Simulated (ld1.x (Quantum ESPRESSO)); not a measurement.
Ga (Z = 31): excitation energies, all-electron against PAW

| Quantity | Value |
| --- | --- |
| Element | Ga (Z = 31) |
| Generator | ld1.x (Quantum ESPRESSO) 7.5 |
| Type | PAW |
| Functional | revPBE |
| Relativity | scalar-relativistic |
| Frozen core | [Ar] 3d10 |
| Valence charge | 3 |
| Reference configuration | 4s2 4p0 (charge +1) |
| Partial waves | 4s (bound): rcut 1.95, rcutus 2.35 bohr; 4s channel at -0.7 Ry: rcut 1.95, rcutus 2.35 bohr; 4p (bound, empty): rcut 2.50, rcutus 2.70 bohr; 4p channel at 3.55 Ry: rcut 2.50, rcutus 2.70 bohr; 4d channel at 0.35 Ry: rcut 2.35, rcutus 2.65 bohr |
| Local potential | all-electron potential smoothed inside 2.35 bohr (lloc = -2) |
| Core correction | Bessel-smoothed model core inside 2.15 bohr |
| Augmentation charge | PSQ, radius 1.60 bohr |

Energies are relative to the spin-unpolarised reference configuration 4s2 4p0; without spin polarisation the order of configurations can differ from experiment.

Q: Give the all-electron excitation energy and the error of the potential for: 4s2 4p1; 4s1 4p0; 4s2 4p0.5; 4s1 4p1; 4s1 4p2; 4s2 4p1.3; 4s0 4p3.

A:

```json
{"valence configuration": "4s2 4p1", "charge": "0", "ΔE all-electron (eV)": "-5.623", "error AE − PS (meV)": "-10"}
{"valence configuration": "4s1 4p0", "charge": "+2", "ΔE all-electron (eV)": "20.981", "error AE − PS (meV)": "-122"}
{"valence configuration": "4s2 4p0.5", "charge": "+0.5", "ΔE all-electron (eV)": "-3.621", "error AE − PS (meV)": "-4.1"}
{"valence configuration": "4s1 4p1", "charge": "+1", "ΔE all-electron (eV)": "7.350", "error AE − PS (meV)": "-20"}
{"valence configuration": "4s1 4p2", "charge": "0", "ΔE all-electron (eV)": "0.891", "error AE − PS (meV)": "-5.5"}
{"valence configuration": "4s2 4p1.3", "charge": "-0.3", "ΔE all-electron (eV)": "-6.143", "error AE − PS (meV)": "-13"}
{"valence configuration": "4s0 4p3", "charge": "0", "ΔE all-electron (eV)": "7.680", "error AE − PS (meV)": "-40"}
```

Levels in the configuration 4s1 4p1:

```csv
level,all-electron (eV),pseudo (eV)
4s,-17.308,-17.384
4p,-9.852,-9.890
```
